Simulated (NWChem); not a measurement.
System: VOF3; SMILES [O]=[V]([F])([F])[F]

Question: Give the equilibrium geometry at PBE-D3(BJ)/def2-SVP (NWChem) as a list of bonds and angles, with the point group.

Answer: point group C3v; any orientation.
Bonded distances (Å): V1–O2 1.564, V1–F3 1.718, V1–F4 1.718, V1–F5 1.718. Bond angles (°): O2–V1–F3 108.4, O2–V1–F4 108.4, O2–V1–F5 108.4, F3–V1–F4 110.6, F3–V1–F5 110.6, F4–V1–F5 110.6.
